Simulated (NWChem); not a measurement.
Species: C3H6F2; SMILES CC(C)(F)F

Task: Give the equilibrium geometry at PBE0/def2-SVP (NWChem) as a Z-matrix, with the point group.

Result: point group C2v; any orientation.
```
C
F 1 1.3649
F 1 1.3649 2 106.06
C 1 1.5083 2 108.59 3 116.54
H 4 1.0983 1 110.38 2 -177.09
H 4 1.0983 5 109.13 1 121.48
H 4 1.0986 5 109.01 6 118.96
C 1 1.5083 2 108.59 3 -116.54
H 8 1.0983 1 110.38 2 177.09
H 8 1.0983 9 109.13 1 -121.48
H 8 1.0986 9 109.01 10 -118.96
```
